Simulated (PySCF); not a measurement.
A side-by-side comparison of computed properties.

First species: C₆H₉FO.
Atom-mapped SMILES: `[CH2:1]=[C:2]([F:3])[C:4](=[O:5])[CH:6]([CH3:7])[CH3:8]` (hydrogens: H9, H10 on C1; H11 on C6; H12, H13, H14 on C7; H15, H16, H17 on C8)

Structure used (GFN2-xTB), in Å, numbered top down from 1:
```xyz
17
C6H9FO angstrom
C      2.9845   -0.2388    0.1029
C      1.7433   -0.0529   -0.3248
F      1.5181    0.5281   -1.5245
C      0.5299   -0.4636    0.4374
O      0.6445   -1.0225    1.5025
C     -0.8006   -0.1084   -0.1922
C     -1.9228   -0.9355    0.4240
C     -1.0386    1.3917    0.0299
H      3.1388   -0.7062    1.0581
H      3.8413    0.0622   -0.4730
H     -0.7407   -0.2977   -1.2688
H     -1.7691   -1.9933    0.2254
H     -2.8825   -0.6366    0.0109
H     -1.9409   -0.7919    1.5012
H     -1.9907    1.6783   -0.4102
H     -0.2542    1.9869   -0.4308
H     -1.0675    1.6121    1.0950
```

Second species: C6H3N2OP.
SMILES: `N#Cc1cpc(C=O)cn1`

Levels: B3LYP/def2-SVPD for dipole moment, HOMO energy, LUMO energy, HOMO–LUMO gap, static isotropic polarisability and electronic spatial extent ⟨r²⟩ about the centre of nuclear charge; TDDFT B3LYP/def2-SVPD for lowest singlet excitation; TDA B3LYP/def2-SVPD for lowest triplet excitation (Tamm–Dancoff); GFN2-xTB for rotational constant A and rotational constant C. Geometries: GFN2-xTB. All species are isolated and taken at one optimised geometry, non-relativistic unless stated. Electronic properties by PySCF.

Dipoles, sizes and rotational constants follow the conformer. The torsions of the flexible species, by atom-mapped SMILES:
- `[CH2:1]=[C:2]([F:3])[C:4](=[O:5])[CH:6]([CH3:7])[CH3:8]`: C1–C2–C4–O5 -1°, C2–C4–C6–C7 162°
- `[N:1]#[C:2][c:3]1[cH:4][p:5][c:6]([CH:7]=[O:8])[cH:9][n:10]1`: P5–C6–C7–O8 180°

```json
{"property": "dipole moment", "column X": "3.91 D", "column Y": "1.37 D"}
{"property": "HOMO energy", "column X": "-7.96 eV", "column Y": "-7.44 eV"}
{"property": "LUMO energy", "column X": "-3.82 eV", "column Y": "-2.19 eV"}
{"property": "HOMO–LUMO gap", "column X": "4.14 eV", "column Y": "5.25 eV"}
{"property": "lowest singlet excitation", "column X": "2.97 eV", "column Y": "3.69 eV"}
{"property": "lowest triplet excitation (Tamm–Dancoff)", "column X": "2.62 eV", "column Y": "3.22 eV"}
{"property": "static isotropic polarisability", "column X": "111.3 au", "column Y": "77.2 au"}
{"property": "electronic spatial extent ⟨r²⟩ about the centre of nuclear charge", "column X": "1770 bohr²", "column Y": "1033 bohr²"}
{"property": "rotational constant A", "column X": "2.985 GHz", "column Y": "3.191 GHz"}
{"property": "rotational constant C", "column X": "0.574 GHz", "column Y": "1.208 GHz"}
```

Task: Which column belongs to which species?

Result: Column X is the second species and column Y the first. The first has 17 atoms and 62 electrons, the second 13 and 76.

Task: How does each property change from the first species to the second?

Result: dipole moment +2.54 D; HOMO energy -0.52 eV; LUMO energy -1.63 eV; HOMO–LUMO gap -1.11 eV; lowest singlet excitation -0.72 eV; lowest triplet excitation (Tamm–Dancoff) -0.60 eV; static isotropic polarisability +34.1 au; electronic spatial extent ⟨r²⟩ about the centre of nuclear charge +737 bohr²; rotational constant A -0.206 GHz; rotational constant C -0.634 GHz.

On the first: S1 lies 1.56 eV below the HOMO–LUMO gap; its leading configuration is HOMO→LUMO, weight 0.98. The vertical singlet–triplet gap S1 − T1 is 0.47 eV (TDDFT singlet less Tamm–Dancoff triplet; S1: HOMO→LUMO, weight 0.98; T1: HOMO→LUMO, weight 0.97).

On the second: In atomic units the dipole is 1.54 e·bohr (1 au = 2.5417 D). 1 of the 8 computed singlets lies in the visible range (750 to 380 nm, 1.65 to 3.26 eV), with an oscillator strength of 0.000.
